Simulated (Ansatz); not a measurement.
Consider the formal hydrolysis of a C–S bond: `NC(S)N[SiH3]` + H₂O → `NC(O)N[SiH3]` + H₂S.

Calculated with Ansatz (gas phase, PBE0-D4/def2-TZVP geometries, no zero-point term in ΔE). CBS: MP2 limit from def2 TZ/QZ plus the TZ coupled-cluster correction, frozen cores. This one scheme is used for every species. Functionals use def2-TZVPP. B3LYP here is the variant with VWN-RPA as its local correlation; programs differ in this. HSE06 is defined as in plane-wave codes. Each species was taken in one conformer, which may not be the lowest.

```json
{"level": "LDA (SPW92)", "ΔE (kcal/mol)": "0.2", "difference from CCSD(T)/CBS": "-1.6"}
{"level": "revPBE-D4", "ΔE (kcal/mol)": "2.7", "difference from CCSD(T)/CBS": "0.9"}
{"level": "r2SCAN-D4", "ΔE (kcal/mol)": "0.2", "difference from CCSD(T)/CBS": "-1.6"}
{"level": "r2SCAN0-D4", "ΔE (kcal/mol)": "0.0", "difference from CCSD(T)/CBS": "-1.8"}
{"level": "HSE06-D4", "ΔE (kcal/mol)": "1.1", "difference from CCSD(T)/CBS": "-0.7"}
{"level": "BHLYP-D4", "ΔE (kcal/mol)": "-0.5", "difference from CCSD(T)/CBS": "-2.3"}
{"level": "ωB97X-V", "ΔE (kcal/mol)": "-0.9", "difference from CCSD(T)/CBS": "-2.7"}
{"level": "r2SCAN", "ΔE (kcal/mol)": "-0.1", "difference from CCSD(T)/CBS": "-1.9"}
{"level": "B3LYP", "ΔE (kcal/mol)": "-1.3", "difference from CCSD(T)/CBS": "-3.1"}
{"level": "CCSD(T)/def2-SVP", "ΔE (kcal/mol)": "-4.3", "difference from CCSD(T)/CBS": "-6.1"}
{"level": "HF/def2-TZVPP", "ΔE (kcal/mol)": "-4.5", "difference from CCSD(T)/CBS": "-6.3"}
{"level": "MP2/def2-TZVPP", "ΔE (kcal/mol)": "2.3", "difference from CCSD(T)/CBS": "0.5"}
{"level": "CCSD(T)/def2-TZVPP", "ΔE (kcal/mol)": "0.0", "difference from CCSD(T)/CBS": "-1.8"}
{"level": "MP2/def2-QZVPP", "ΔE (kcal/mol)": "3.4", "difference from CCSD(T)/CBS": "1.6"}
{"level": "MP2/CBS(def2)", "ΔE (kcal/mol)": "4.1", "difference from CCSD(T)/CBS": "2.3"}
{"level": "CCSD/CBS(def2)", "ΔE (kcal/mol)": "1.0", "difference from CCSD(T)/CBS": "-0.8"}
{"level": "CCSD(T)/CBS", "ΔE (kcal/mol)": "1.8", "difference from CCSD(T)/CBS": "0"}
```

Largest T1 diagnostic among the species: 0.011.

The D4 term adds +2.0 kcal/mol with B3LYP and +1.1 kcal/mol with PBE0; it sums over pairs of atoms, weighted by their polarisabilities, and B3LYP, whose exchange is more repulsive, gets the larger term. From BLYP to BHLYP (50 % exact exchange), in def2-TZVPP and without D4, ΔE moves by −1.4 kcal/mol. At CCSD(T), def2-SVP lies −6.1 kcal/mol from the extrapolated value and def2-TZVPP −1.8 kcal/mol.
